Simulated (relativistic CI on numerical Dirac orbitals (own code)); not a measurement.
## Ligand-field terms of d8

Computed with a parametric ligand-field model of a d^n configuration (Racah B and C, spin-orbit zeta, crystal field), exact diagonalisation.

Field parameters in Wybourne normalisation: Oh B⁴₀ = 21Dq, B⁴₄ = √(5/14) B⁴₀; Td as Oh with Dq negative (B⁴₀ = 21Dq, B⁴₄ = √(5/14) B⁴₀). The field is a parameter set, without covalency.

Q: Ground term and bands for B = 800, C = 3710, ζ = 0 cm⁻¹, Oh, 10Dq = 10300 cm⁻¹?

A: Ground term 3A2 with 2.00 electrons in the two orbitals of the cubic e set. Spin-allowed: 3T2 10300 cm⁻¹ (971 nm), 3T1 16406 cm⁻¹ (610 nm), 3T1 26494 cm⁻¹ (377 nm). Lowest spin-forbidden: 1E 13467 cm⁻¹ (743 nm), 1A1 22237 cm⁻¹ (450 nm), 1T2 23467 cm⁻¹ (426 nm). With an A2 ground term the first spin-allowed band lies at |10Dq| itself.

Q: A d8 ion in Td symmetry has the ground term 3T1 and bands at 3T2 3784 cm⁻¹ (2643 nm), 3A2 8234 cm⁻¹ (1214 nm), 1T2 11085 cm⁻¹ (902 nm), 1E 11666 cm⁻¹ (857 nm), 3T1 14368 cm⁻¹ (696 nm), 1T2 17463 cm⁻¹ (573 nm). Which parameters reproduce them?

A: B = 750, C = 3170, ζ = 0 cm⁻¹, Td, 10Dq = -4450 cm⁻¹.

Q: A d8 ion in Oh symmetry has the ground term 3A2 and bands at 1E 13555 cm⁻¹ (738 nm), 1A1 25207 cm⁻¹ (397 nm), 3T2 33450 cm⁻¹ (299 nm), 3T1 42583 cm⁻¹ (235 nm), 1T2 46885 cm⁻¹ (213 nm), 3T1 70367 cm⁻¹ (142 nm). Which parameters reproduce them?

A: B = 840, C = 3480, ζ = 0 cm⁻¹, Oh, 10Dq = 33450 cm⁻¹.

Q: Ground term and bands for B = 590, C = 2680, ζ = 0 cm⁻¹, Oh, 10Dq = 16650 cm⁻¹?

A: Ground term 3A2 with 2.00 electrons in the two orbitals of the cubic e set. Spin-allowed: 3T2 16650 cm⁻¹ (601 nm), 3T1 22716 cm⁻¹ (440 nm), 3T1 36084 cm⁻¹ (277 nm). Lowest spin-forbidden: 1E 9957 cm⁻¹ (1004 nm), 1A1 17893 cm⁻¹ (559 nm), 1T2 26491 cm⁻¹ (377 nm). With an A2 ground term the first spin-allowed band lies at |10Dq| itself.

Q: Ground term and bands for B = 960, C = 3560, ζ = 0 cm⁻¹, Td, 10Dq = -6600 cm⁻¹?

A: Ground term 3T1 with 3.90 electrons in the two orbitals of the cubic e set. Spin-allowed: 3T2 5652 cm⁻¹ (1769 nm), 3A2 12252 cm⁻¹ (816 nm), 3T1 19104 cm⁻¹ (523 nm). Lowest spin-forbidden: 1T2 13272 cm⁻¹ (753 nm), 1E 13967 cm⁻¹ (716 nm), 1T2 21992 cm⁻¹ (455 nm).
